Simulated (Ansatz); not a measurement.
Relaxation of the cluster Te₂Au₃ with UKS PBE-D4/def2-SVP.

```sh
$ ansatz run in.yaml --threads 4 --pin off --events-out ev --progress --plain --max-ram 4787MiB
```

```yaml
crystal:
  periodic: [false, false, false]
  atoms:
    - {symbol: Au, position_ang: [-1.189330, -0.205330, 1.071350]}
    - {symbol: Au, position_ang: [0.856960, 1.728020, 0.435950]}
    - {symbol: Au, position_ang: [1.578860, -0.894370, 0.801810]}
    - {symbol: Te, position_ang: [-0.244830, -1.631650, -0.993840]}
    - {symbol: Te, position_ang: [-1.001660, 1.003330, -1.315270]}
basis:
  gaussian: {orbitals: def2-SVP}
magnetization: {spin_polarized: true, initial_magnetization: 1}
hamiltonian: {xc: pbe, dispersion: d4}
scf: {lower_state_search: "off"}
output: {orbitals: {seedname: orbitals}}
relax: {f_tol: 0.02, max_steps: 100}
```

Run time 41 s (4 threads of Intel Xeon Platinum 8259CL on a shared host).

Positions (Å) and forces (eV/Å) at steps 1, 2, 3, 4, 5, 6, 7, 8, 10, 12 of 12:

```xyz
5
step=1 energy=-25672.8423 eV
Au   -1.189   -0.205    1.071   -0.649   -0.035    1.073
Au    0.857    1.728    0.436    0.301    0.639    0.139
Au    1.579   -0.894    0.802    0.574   -0.350    0.254
Te   -0.245   -1.632   -0.994    0.447   -2.058   -0.499
Te   -1.002    1.003   -1.315   -0.673    1.803   -0.968
5
step=2 energy=-25673.0448 eV
Au   -1.232   -0.210    1.122    0.171   -0.016   -0.592
Au    0.875    1.785    0.443   -0.152   -0.244   -0.142
Au    1.623   -0.931    0.819   -0.233    0.096   -0.206
Te   -0.203   -1.821   -1.009   -0.078    0.708    0.394
Te   -1.063    1.177   -1.375    0.292   -0.544    0.546
5
step=3 energy=-25673.1317 eV
Au   -1.356   -0.243    1.079    0.095   -0.007   -0.255
Au    0.913    1.785    0.441   -0.011   -0.108   -0.025
Au    1.672   -0.891    0.744   -0.071    0.051   -0.040
Te   -0.226   -1.764   -0.945    0.030   -0.018    0.180
Te   -1.002    1.113   -1.319   -0.043    0.081    0.140
5
step=4 energy=-25673.1545 eV
Au   -1.407   -0.266    1.016   -0.082   -0.024   -0.022
Au    0.948    1.761    0.410    0.094    0.056    0.033
Au    1.688   -0.873    0.736    0.112    0.009    0.046
Te   -0.205   -1.779   -0.894   -0.043   -0.087   -0.023
Te   -1.025    1.157   -1.268   -0.080    0.046   -0.034
5
step=5 energy=-25673.1764 eV
Au   -1.568   -0.325    0.919   -0.239   -0.049    0.230
Au    1.036    1.751    0.363    0.110    0.203    0.040
Au    1.754   -0.837    0.699    0.226   -0.081    0.095
Te   -0.183   -1.798   -0.803   -0.017   -0.241   -0.164
Te   -1.039    1.209   -1.178   -0.081    0.168   -0.201
5
step=6 energy=-25673.1439 eV rejected
Au   -1.434   -0.268    1.044    0.095   -0.009   -0.272
Au    0.953    1.787    0.421   -0.027   -0.163   -0.052
Au    1.713   -0.884    0.734   -0.119    0.090   -0.084
Te   -0.217   -1.773   -0.911    0.038    0.063    0.210
Te   -1.015    1.138   -1.287    0.013    0.019    0.198
5
step=7 energy=-25673.1900 eV
Au   -1.638   -0.354    0.861   -0.191   -0.064    0.145
Au    1.080    1.748    0.331    0.056    0.189    0.011
Au    1.785   -0.828    0.693    0.222   -0.065    0.086
Te   -0.159   -1.840   -0.753   -0.089   -0.119   -0.128
Te   -1.068    1.274   -1.132    0.003    0.059   -0.115
5
step=8 energy=-25673.2068 eV
Au   -1.724   -0.382    0.830   -0.105   -0.041    0.063
Au    1.115    1.776    0.316    0.045   -0.008    0.011
Au    1.830   -0.831    0.671    0.095    0.073    0.026
Te   -0.159   -1.852   -0.716   -0.064   -0.028   -0.059
Te   -1.063    1.289   -1.102    0.029    0.004   -0.042
5
step=10 energy=-25673.2177 eV
Au   -1.870   -0.422    0.814    0.003   -0.001   -0.005
Au    1.170    1.792    0.301   -0.001   -0.007   -0.002
Au    1.901   -0.813    0.628   -0.004    0.004   -0.002
Te   -0.169   -1.819   -0.677   -0.001    0.008    0.004
Te   -1.032    1.261   -1.066    0.003   -0.005    0.005
5
step=12 energy=-25673.2177 eV
Au   -1.873   -0.423    0.813    0.000    0.000    0.000
Au    1.171    1.791    0.300   -0.002    0.001   -0.001
Au    1.903   -0.813    0.627    0.001    0.000    0.001
Te   -0.168   -1.816   -0.676   -0.001   -0.001   -0.001
Te   -1.032    1.261   -1.064    0.002    0.000    0.001
```

In the def2 sets Au, Te take a core potential; there is no spin–orbit coupling. The relaxation made no stability test and no search for a lower SCF solution. No other spin state of charge 0 was run. Another isomer (doublet) lies 0.98 eV lower at PBE0-D4/def2-TZVP; other spin states weren't run for this one.
